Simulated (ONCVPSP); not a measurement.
# PBEsol ONCV dataset for tellurium (Te), scalar-relativistic all-electron reference.

- Element: Te (Z = 52)
- Generator: ONCVPSP 4.0.1
- Type: optimised norm-conserving Vanderbilt (ONCV)
- Functional: PBEsol
- Relativity: scalar-relativistic
- Frozen core: [Kr]
- Valence charge: 16
- Reference configuration: 4d10 5s2 5p4
- Partial waves: 5s: rc 1.95 bohr, ncon 4, nbas 9, qcut 3.2 1/bohr, 2 projectors, debl 1.4 Ha; 5p: rc 1.70 bohr, ncon 5, nbas 9, qcut 5.5 1/bohr, 2 projectors, debl 0.4 Ha; 4d: rc 1.15 bohr, ncon 4, nbas 9, qcut 11.1 1/bohr, 2 projectors, debl 4 Ha
- Local potential: polynomial inside 0.90 bohr (lpopt 5, dvloc0 -1 Ha)
- Core correction: none

Poles of the logarithmic derivatives, all-electron (AE) and pseudo (PS). s: poles at 1.3 (AE) and 1.3, 4.2 (PS) Ha. p: poles at 4.1 (AE) and 4.2 (PS) Ha. d: poles at 0.8 (AE) and 0.8 (PS) Ha. Test radii: s 1.98, p 1.72, d 1.17 bohr.

* Cutoffs needed: 70 Ha and 89 Ha (the cutoffs (Ha) at which the residual kinetic energy of the hardest occupied pseudo-wave falls to 1 and 0.1 mHa per electron)
* Ghost test: ghosts flagged at negative energy: s at -322.0 eV, p at -519.0 eV, p at -99.3 eV; GHOST(+) flags only above 600 eV; a true bound ghost makes a file unfit for plane-wave use
* Largest excitation error: -17 meV (all-electron minus pseudo) for 4d10 5s2 5p1, out of 4 test configurations
